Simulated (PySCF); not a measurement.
Dipole moment and polarisability of `C[SiH2]N(C)C`

Species: C3H11NSi.
Atom-mapped SMILES: `[CH3:1][SiH2:2][N:3]([CH3:4])[CH3:5]` (hydrogens: H6, H7, H8 on C1; H9, H10 on Si2; H11, H12, H13 on C4; H14, H15, H16 on C5)

Structure used (GFN2-xTB), in Å, numbered top down from 1:
```
atom  x, y, z in Å
C1     2.244   -0.099   -0.503
Si2    0.873   -0.447    0.756
N3    -0.644   -0.120    0.011
C4    -0.863    1.018   -0.847
C5    -1.865   -0.570    0.629
H6     3.169   -0.559   -0.172
H7     2.436    0.963   -0.620
H8     2.006   -0.507   -1.481
H9     0.818   -1.871    1.106
H10    1.161    0.331    1.980
H11    0.069    1.308   -1.323
H12   -1.255    1.879   -0.290
H13   -1.590    0.762   -1.624
H14   -2.293    0.192    1.292
H15   -2.606   -0.807   -0.140
H16   -1.670   -1.463    1.215
```

Level: CAM-B3LYP/def2-SVPD (PySCF), static field, nuclei fixed, core orbitals frozen in the response. The polarisability tensor in these axes (au):

```
x   81.21 -0.72 -1.09
y   -0.72 67.12 -4.27
z   -1.09 -4.27 69.67
```

What are the eigenvalues, a third of the trace, and Δα (Δα² = ½Σ(αi − αj)² over the three pairs)?

Principal values 63.85, 72.83 and 81.32 au; mean 72.66 au = 10.77 Å³ = 11.98 × 10⁻⁴⁰ C²·m²/J; Δα = 15.13 au (21 % of the mean).

What is the dipole moment, and where does it point?

(-0.31, 0.47, -0.43) D, 0.70 D in size, pointing from the negative to the positive side. Measured along this direction, the outermost atoms are H9 at the negative end and H13 at the positive end.

What would n − 1 = 2πNα be for an ideal gas of these molecules at 350 K and 1 atm, electronic part alone?

N = p/kT = 2.0968 × 10¹⁹ cm⁻³, so n − 1 = 2π × N × 10.77 × 10⁻²⁴ cm³ = 1419 × 10⁻⁶ at long wavelengths.

Find the Langevin capture rate constant for O2+ (31.990 u) meeting this molecule (89.066 u), k = 2.342 × 10⁻⁹ cm³/s × √(α in Å³ / reduced mass in u).

The reduced mass is 23.54 u, so k = 1.58 × 10⁻⁹ cm³/s. The formula leaves out the permanent dipole, which adds to the capture rate.

In TDDFT the mean static polarisability is Σ f/ω² over all singlet excitations (ω in hartree). How much of it do the 8 lowest give? Their energies (eV) and oscillator strengths: 5.85, 0.0173; 6.30, 0.0182; 6.83, 0.0269; 7.09, 0.0126; 7.47, 0.0293; 7.66, 0.0275; 7.76, 0.0337; 7.96, 0.0512.

They add up to 3.07 au, 4.2 % of the 72.66 au; the largest single term is 0.60 au, from the state at 7.96 eV. Terms in order: 0.37, 0.34, 0.43, 0.19, 0.39, 0.35, 0.41, 0.60 au. Higher excitations give the rest. The strengths listed sum to 0.217.

In a dilute gas of rigid molecules at 250 K, how does the orientational term μ²/3kT compare with the electronic polarisability?

In Gaussian units μ²/3kT = 4.78 Å³ against 10.77 Å³, a ratio of 0.44; the Debye molar polarisation (4π/3)N_A(α + μ²/3kT) is 39.2 cm³/mol, leaving out the vibrational part.

Geometry: GFN2-xTB, one conformer, isolated molecule.
